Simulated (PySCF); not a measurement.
C₂H₅FSi₂, SMILES [Si@@H](C#C)([SiH3])F.

Coordinates come from a ωB97X-D3(BJ)/def2-SVP optimisation. The structure was generated by enumeration; whether it is a known compound was not checked.

Two levels are set side by side: TDDFT-PBE/def2-SVPD (PySCF) and TDDFT-CAM-B3LYP/def2-SVPD (PySCF). Vertical, same geometry. The lowest singlet is HOMO→LUMO 98 % with PBE and HOMO→LUMO 76 % with the other functional; states are paired by order. Differences are taken from unrounded values.

```csv
quantity,TDDFT-CAM-B3LYP
lowest singlet excitation (eV),5.53
lowest triplet excitation (TDA) (eV),4.80
first bright state (f over 0.05) (eV),7.36
its oscillator strength,0.10
```

Question: What does TDDFT-PBE give, and how far is it from TDDFT-CAM-B3LYP? (An estimate is asked for; the answer gives what the named calculation found.)

Answer: 
```json
[
 {"quantity": "lowest singlet excitation (eV)", "TDDFT-PBE": "5.07", "TDDFT-PBE minus TDDFT-CAM-B3LYP": "-0.46"},
 {"quantity": "lowest triplet excitation (TDA) (eV)", "TDDFT-PBE": "4.62", "TDDFT-PBE minus TDDFT-CAM-B3LYP": "-0.18"},
 {"quantity": "first bright state (f over 0.05) (eV)", "TDDFT-PBE": "6.43", "TDDFT-PBE minus TDDFT-CAM-B3LYP": "-0.93"},
 {"quantity": "its oscillator strength", "TDDFT-PBE": "0.21", "TDDFT-PBE minus TDDFT-CAM-B3LYP": "0.11"}
]
```

A lower first singlet is the usual sign of a functional without exact exchange. Differences between two approximate levels are no errors against the true value.

Rough cost on one machine, each run with all the roots and properties that it gave: TDDFT-CAM-B3LYP against TDDFT-PBE about 6 times.
